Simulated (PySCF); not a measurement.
SMILES [NH2][SnH]([Br])[Br], CAM-B3LYP/def2-SVP optimised geometry.

```
7

Sn    -0.80    -0.75     0.00
N      1.20    -0.75     0.00
Br    -1.47     1.65     0.00
Br    -1.46    -1.82     2.14
H     -1.66    -1.52    -1.26
H      1.66    -0.23    -0.75
H      1.66    -1.65     0.13
```

Density from CAM-B3LYP/def2-TZVP, def2 effective core potentials past Kr run with PySCF 2.14.0 at that geometry. The core electrons that the potentials of Sn replace are not part of the density.

Minimum of the electron density along straight lines between bonded atoms, close to the bond critical point (lines longer than 1.1 times the sum of covalent radii, or with two minima, are not listed):

```
bond     length / Å  ρ at the minimum / e bohr⁻³  ∇²ρ there / e bohr⁻⁵  position (fraction from the first atom)
-------  ----------  ---------------------------  --------------------  ---------------------------------------
Sn1–N2        2.009                        0.123                  0.34                                     0.51
Sn1–Br3       2.482                        0.079                  0.10                                     0.47
Sn1–Br4       2.482                        0.079                  0.10                                     0.47
Sn1–H5        1.706                          ___                   ___                                     0.63
N2–H6         1.017                        0.329                 -1.58                                     0.74
N2–H7         1.017                        0.329                 -1.58                                     0.74
```

Task: What belongs in the gaps?

Result: 
- Sn1–H5, ρ at the minimum / e bohr⁻³: 0.116
- Sn1–H5, ∇²ρ there / e bohr⁻⁵: 0.05
